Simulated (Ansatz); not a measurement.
Gas-phase electronic energies from Ansatz, PBE0-D4/def2-TZVP geometries. CBS: MP2 limit from def2 TZ/QZ plus the TZ coupled-cluster correction, frozen cores. This one scheme is used for every species, atoms too. For atomizations the MP2-based limit and the directly extrapolated one differ by several kJ/mol either way, and by 10 to 25 for some Ge, Se and Sn compounds, so smaller differences from it don't rank the levels. DFT in def2-TZVPP. No spin–orbit coupling; open shells (•) take unrestricted orbitals. Spin–orbit coupling would lower the free atoms: a little for C, F.

Reaction (atomization): `F[C@H]1C=CC[C@@H]1F` → 5 C• + 2 F• + 6 H•

```csv
level,ΔE (kJ/mol)
r2SCAN-D4,5637.1
HF/def2-SVP,4176.2
MP2/def2-TZVPP,5610.7
HF/def2-QZVPP,4103.5
```

What does CCSD(T)/CBS give? (Estimate.)

The calculation gave: +5602.6 kJ/mol. The listed levels differ from it by 34.5, -1426.4, 8.1, -1499.1 kJ/mol.

Largest T1 diagnostic among the species: 0.011.

The D4 term adds +43.5 kJ/mol with B3LYP and +22.8 kJ/mol with PBE0; it sums over pairs of atoms, weighted by their polarisabilities, and B3LYP, whose exchange is more repulsive, gets the larger term. At CCSD(T), def2-SVP lies −222.1 kJ/mol from the extrapolated value and def2-TZVPP −134.3 kJ/mol: correlation converges slowly with the basis, and small sets miss more of it in the bonded molecule than in its fragments.

B3LYP here is the variant with VWN-RPA as its local correlation; programs differ in this.
